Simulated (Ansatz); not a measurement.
Gas-phase electronic energies from Ansatz, PBE0-D4/def2-TZVP geometries. CCSD(T)/CBS adds triple-zeta CCSD(T) − MP2 to the extrapolated MP2 energy (def2 sets, frozen cores). DFT in def2-TZVPP. B3LYP here is the variant with VWN-RPA as its local correlation; programs differ in this. For Ga outer-core shells are correlated without core-valence functions, which leaves a few kJ/mol of doubt a bond. Scalar relativity is left out up to krypton. Each species was taken in one conformer, which may not be the lowest.

`BO[SiH](O)[SiH3]` + `S[SiH2][GaH2]` → `O[SiH]([SiH3])[GaH2]` + `BO[SiH2]S`  (redistribution)

Q: Is it downhill or uphill in electronic energy at CCSD(T)/CBS, and by how much? (An estimate is asked.)

A: Ansatz gave: Uphill: ΔE = +0.16 eV.

Q: What do these levels give: r2SCAN-D4, ωB97M-V, B2PLYP, PBE, r2SCAN, PBE0, B3LYP, MP2/def2-TZVPP, SCS-MP2/def2-TZVPP, MP2/def2-QZVPP, HF/CBS(def2), MP2/CBS(def2)? (Best estimate.)

A: The calculation gave: r2SCAN-D4 0.16, ωB97M-V 0.16, B2PLYP 0.14, PBE 0.14, r2SCAN 0.16, PBE0 0.15, B3LYP 0.13, MP2/def2-TZVPP 0.15, SCS-MP2/def2-TZVPP 0.15, MP2/def2-QZVPP 0.15, HF/CBS(def2) 0.14, MP2/CBS(def2) 0.15 eV.

Largest T1 diagnostic among the species: 0.014.
